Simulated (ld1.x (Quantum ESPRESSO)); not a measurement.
What the settings do to the PAW potential of gadolinium

Base potential:

- Element: gadolinium
- Generator: ld1.x (Quantum ESPRESSO) 7.5
- Type: PAW
- Functional: PBEsol
- Relativity: scalar-relativistic
- Frozen core: [Kr] 4d10
- Valence charge: 18
- Reference configuration: 4f7 5s2 5p6 5d1 6s2 6p0
- Partial waves: 5s (bound): rcut 1.70, rcutus 2.00 bohr; 6s (bound): rcut 1.70, rcutus 2.00 bohr; 5p (bound): rcut 2.05, rcutus 2.40 bohr; 6p (bound, empty): rcut 2.05, rcutus 2.40 bohr; 5d (bound): rcut 1.75, rcutus 2.30 bohr; 5d channel at 0.7 Ry: rcut 1.75, rcutus 2.30 bohr; 4f (bound): rcut 1.10, rcutus 1.50 bohr; 4f channel at 1.4 Ry: rcut 1.10, rcutus 1.50 bohr
- Local potential: all-electron potential smoothed inside 1.60 bohr (lloc = -1)
- Core correction: a·sin(br)/r model core, default radius (ld1.x builds one for every PAW set, though the input has nlcc=.false.)
- Augmentation charge: BESSEL, radius 0.95 bohr

All-electron outer shells of the reference configuration (PBEsol, scalar-relativistic, ld1.x):

| shell | level (eV) | outermost node (bohr) | outermost maximum (bohr) |
| --- | --- | --- | --- |
| 4p | -276.08 | 0.29 | 0.54 |
| 4d | -147.59 | 0.27 | 0.56 |
| 5s | -49.77 | 0.65 | 1.20 |
| 5p | -27.28 | 0.70 | 1.35 |
| 4f | -8.73 | – | 0.56 |
| 6s | -4.15 | 1.60 | 3.37 |
| 5d | -2.56 | 0.79 | 1.97 |
| 6p | -1.31 | 1.92 | 4.55 |

Cutoffs, loose and tight: the cutoffs (Ry, on a coarse ladder) from which the occupation-weighted sum of valence levels, in a spherical-Bessel basis at the reference potential, stays within 10 and 1 mRy of its value at 400 Ry. They do not see the model core or the augmentation charge, which bear on the density cutoff. Test errors are all-electron minus pseudo excitation energies from the reference, over the configurations 4f7 5s2 5p6 5d1 6s1 6p0; 4f7 5s2 5p6 5d1 6s0 6p0; 4f7 5s2 5p6 5d0 6s0 6p0; 4f7 5s2 5p6 5d1 6s0 6p2; 4f6 5s2 5p6 5d2 6s2 6p0; 4f7 5s2 5p6 5d1 6s1.5 6p0; 4f7 5s2 5p6 5d1.5 6s1.5 6p0. A dash means not determined; rows that change the core or the reference have their own tests. The largest error is taken over the tests solved by every variant that gives reliable tests at all: 4f7 5s2 5p6 5d0 6s0 6p0; 4f7 5s2 5p6 5d1 6s0 6p0; 4f7 5s2 5p6 5d1 6s0 6p2; 4f7 5s2 5p6 5d1 6s1 6p0.

A true bound ghost makes a file unfit for plane-wave use even where its test errors are small: the radial tests pick states by their node count and pass the ghost by.

Cutoffs are not given where the Bessel-basis levels miss the radial ones by over 6 mRy, ghosts where they miss by over 20 mRy; a channel whose overlap is not positive is not tested.

A file whose overlap is not positive is unfit for use, and its test errors describe a broken file.

```tsv
change	outcome	bound ghosts	largest test error (meV)
base	generated, overlap not positive	not determined (overlap not positive)	-8.2
wave 4f channel at 1.4 Ry: rcut 1.10, rcutus 1.50 bohr becomes 4f channel at -0.48 Ry: rcut 1.10, rcutus 1.50 bohr	generated, overlap not positive	not determined (overlap not positive)	-7.9
local potential all-electron potential smoothed inside 1.78 bohr (lloc = -1)	generated, overlap not positive	not determined (overlap not positive)	+7.8
waves 5s (bound): rcut 1.70, rcutus 2.92 bohr; 6s (bound): rcut 1.70, rcutus 2.92 bohr	generated, overlap not positive	not determined (overlap not positive)	test run stopped at test 1 of 7 (negative rho)
waves 5d (bound): rcut 1.75, rcutus 2.88 bohr; 5d channel at 0.7 Ry: rcut 1.75, rcutus 2.88 bohr	generated, overlap not positive	not determined (overlap not positive)	-7.4
waves 4f (bound): rcut 1.06, rcutus 1.12 bohr; 4f channel at 1.4 Ry: rcut 1.06, rcutus 1.12 bohr	generated, overlap not positive	not determined (overlap not positive)	-8.0
local potential all-electron potential smoothed inside 2.00 bohr (lloc = -1)	generated, overlap not positive	not determined (overlap not positive)	-9.0
```

What comes out with this change to the base: all radii but the core radius scaled by about 0.81 (s 1.62, p 1.96, d 1.88, f 1.22 bohr, rcut 1.38/1.66/1.42/0.90); local potential all-electron potential smoothed inside 1.30 bohr (lloc = -1); augmentation BESSEL, radius 0.78 bohr?

outcome: generated, overlap not positive; bound ghosts: s (p not tested, overlap not positive); largest test error (meV): +5.5. A file whose overlap is not positive is unfit for use, and its test errors describe a broken file.
